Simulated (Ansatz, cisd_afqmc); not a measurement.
System: O, charge -1, doublet.

Total energies in aug-cc-pVDZ, 7 correlated electrons, 1 frozen orbitals. UHF or UKS for unpaired electrons; spin-orbit terms are left out. Correlated methods leave the cores frozen. No relativity. AFQMC/CISD: phaseless, guided by CISD from CCSD amplitudes; bars are statistical, one sigma. Outlying blocks are dropped, and bars are widened where a walk drifts. Over all cases where full CI ran beside it in this data, AFQMC minus full CI had a median of +0.1 mEh and passed +0.4 mEh in a tenth of the cases. Full CI freezes restricted core orbitals and the other rows unrestricted ones, which leaves a small offset even where coupled cluster is exact.

```json
[
 {"method": "HF", "program": "Ansatz", "energy (Eh)": "-74.77737", "error against FCI (mEh)": "192.98"},
 {"method": "MP2", "program": "Ansatz", "energy (Eh)": "-74.95361", "error against FCI (mEh)": "16.75"},
 {"method": "CCSD", "program": "Ansatz", "energy (Eh)": "-74.96381", "error against FCI (mEh)": "6.55"},
 {"method": "CCSD(T)", "program": "Ansatz", "energy (Eh)": "-74.96928", "error against FCI (mEh)": "1.08"},
 {"method": "CCSDT(Q)", "program": "Ansatz", "energy (Eh)": "-74.97049", "error against FCI (mEh)": "-0.14"},
 {"method": "CCSDTQ", "program": "Ansatz", "energy (Eh)": "-74.97041", "error against FCI (mEh)": "-0.05"},
 {"method": "AFQMC/CISD", "program": "cisd_afqmc", "energy (Eh)": "-74.9703 ± 0.0002", "error against FCI (mEh)": "0.1 ± 0.2"},
 {"method": "FCI", "program": "Ansatz", "energy (Eh)": "-74.97036", "error against FCI (mEh)": "0.00"}
]
```

Ansatz is a program for electronic structure.
